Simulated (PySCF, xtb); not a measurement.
chloro(ethenylsilyl)silane (C₂H₇ClSi₂), SMILES C=C[SiH2][SiH2]Cl. One conformer was computed; it need not be the lowest.

Harmonic wavenumbers (cm⁻¹) from xtb with GFN2-xTB at its own minimum, in rising order: 20, 45, 91, 140, 279, 348, 408, 453, 481, 514, 577, 582, 647, 701, 726, 790, 818, 917, 1004, 1027, 1275, 1421, 1665, 2174, 2195, 2208, 2232, 3021, 3072, 3100.

**Question.** What does PySCF with PBE-D3(BJ)/def2-SVP give at its own minimum? (An estimate is asked for; the answer gives what the named calculation found.)

**Answer.** 40, 49, 94, 164, 258, 344, 404, 498, 527, 544, 639, 677, 713, 721, 817, 882, 903, 939, 979, 1001, 1229, 1369, 1615, 2148, 2150, 2158, 2167, 3050, 3067, 3144. Paired by order, the mean absolute difference is 40 cm⁻¹ and the zero-point energies are 47.1 and 47.6 kcal/mol.
